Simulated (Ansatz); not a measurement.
Relaxation of Cl$_{5}$H$_{3}$NTa (10 atoms, charge 0, multiplicity 1), to a largest force component of 0.03 eV/Å in at most 50 steps.

These are results of Ansatz 0.2.0, RKS PBE/def2-SVP, not measurements.

```xyz
10
Properties=species:S:1:pos:R:3
Ta -0.469 -0.531 0.203
N 2.808 0.105 0.201
H 3.252 0.510 1.034
H 3.340 0.402 -0.626
Cl -0.126 -0.076 2.470
Cl 0.028 -0.708 -2.074
Cl -0.854 1.738 -0.127
Cl -2.580 -1.372 0.257
Cl 0.884 -2.534 0.526
H 2.886 -0.933 0.274
```

Task: Where does it end, and by what steps?

Result: The run converged. After 7 steps the energy has fallen by 0.916 eV; H4 moved furthest, 0.80 Å. Joined: Ta1–N2 (3.34 → 2.37 Å).

```
step  energy less start (eV)  largest force component (eV/Å)  accepted
   0                  0.0000                           1.025       yes
   1                 -0.2789                           0.597       yes
   2                 -0.5685                           0.817       yes
   3                 -0.7914                           0.871       yes
   4                 -0.8793                           0.694       yes
   5                 -0.8963                           0.407       yes
   6                 -0.9152                           0.085       yes
   7                 -0.9156                           0.007       yes
```

```xyz
10
Properties=species:S:1:pos:R:3
Ta -0.024 -0.568 0.218
N 2.282 -0.001 0.204
H 2.525 0.601 1.004
H 2.549 0.493 -0.659
Cl 0.242 -0.166 2.532
Cl 0.380 -0.814 -2.095
Cl -0.233 1.759 -0.113
Cl -2.260 -1.111 0.229
Cl 0.847 -2.742 0.550
H 2.861 -0.851 0.270
```

Whether the end is a true minimum wasn't checked by a vibrational analysis.

Time of the run: 21 s on 4 threads of Arm Neoverse V2 (shared host), peak memory 0.26 GiB.
